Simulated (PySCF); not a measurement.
VF3, SMILES [F][V]([F])[F] (connectivity only; charge and spin as stated), neutral, multiplicity 3.

Geometry optimised at PBE-D3(BJ)/def2-SVP. The multiplicity is an assumed one; other spin states were not compared.

Calculation: PySCF with CAM-B3LYP/def2-TZVPD.

The molecule is in vacuum.

```yaml
total_energy: -1243.81206 hartree
point_group: C2v
"α spin, highest occupied and lowest empty level": -9.74 and -2.24 eV
"β spin, highest occupied and lowest empty level": -13.42 and -1.84 eV
dipole_moment: 0.81 D
quadrupole, principal values (traceless, Buckingham form, about the centre of nuclear charge): -4.80, -3.27, 8.07 D·Å
mean_static_polarisability: 30.1 bohr³ (4.46 Å³)
polarisability_principal_values: 24.5, 32.8, 32.9 bohr³
"⟨S²⟩": 2.006 (pure state 2.00)
```
